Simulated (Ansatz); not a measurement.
CS2 (SMILES S=C=S), singlet, at a GFN2-xTB geometry; Ansatz (a first-principles code) with CAM-B3LYP/def2-SVP.

Here is a job for Ansatz.
Ansatz 0.2 input:
```yaml
crystal:
  periodic: [false, false, false]
  atoms:
    - {symbol: S, position_ang: [-0.00000000, -0.00000000, -1.55012521]}
    - {symbol: C, position_ang: [0.00000000, 0.00000000, 0.00000000]}
    - {symbol: S, position_ang: [0.00000000, 0.00000000, 1.55012521]}
basis:
  gaussian:
    orbitals: def2-SVP
hamiltonian:
  xc: cam_b3lyp
accuracy: high
```

Task: Write the output that Ansatz gives for this input, abridged.

Result: 
```
Functional definition: CAM-B3LYP
899 factors; integrals over basis functions are off by at most 4.0e-9 eV
232 factors; integrals over basis functions are off by at most 2.5e-9 eV
mean field evaluation 1: about -22699.4562 eV, gradient 9.1e0 eV
mean field evaluation 2: about -22699.4122 eV, gradient 1.1e1 eV
mean field evaluation 4: about -22699.7003 eV, gradient 2.6e-1 eV
mean field evaluation 8: about -22699.8047 eV, gradient 1.4e-2 eV
mean field evaluation 16: about -22699.8047 eV, gradient 2.1e-7 eV
mean field -22699.80468601 eV, -834.2024357305 hartree, gradient 5.3e-8 eV, S^2 0.000000; 0 other end points of the search recorded, 0 dependent functions left out
reference -22699.80469982 eV, -834.2024362382 hartree; 19, 19 occupied and 31, 31 virtual orbitals, 899 factors
Total energy: -22699.80469982 eV, -834.2024362382 hartree
```
